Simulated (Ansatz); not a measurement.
Ansatz (an electronic-structure program) input:

Ansatz 0.2 input:
```yaml
crystal:
  periodic: [false, false, false]
  atoms:
    - {symbol: S, position_ang: [0.00000000, 0.00000000, -0.00000000]}
    - {symbol: H, position_ang: [1.41402883, -0.00613539, 0.00185772]}
    - {symbol: H, position_ang: [-1.41402883, 0.00613539, -0.00185772]}
    - {symbol: H, position_ang: [0.00615167, 1.41397409, -0.01257224]}
    - {symbol: H, position_ang: [-0.00615167, -1.41397409, 0.01257224]}
    - {symbol: H, position_ang: [-0.00180308, 0.01258019, 1.41398625]}
    - {symbol: H, position_ang: [0.00180308, -0.01258019, -1.41398625]}
basis:
  gaussian:
    orbitals: def2-TZVPD
hamiltonian:
  xc: {name: SVWN5}
total_charge: 1
magnetization: {spin_polarized: true, initial_magnetization: 1}
```

Problem. Predict the final energy.

Solution. -399.81656 Eh (SVWN5/def2-TZVPD). The basis has 100 functions.

This state (charge 1, doublet) is run at the relaxed geometry of the species with charge 0 and multiplicity 1.
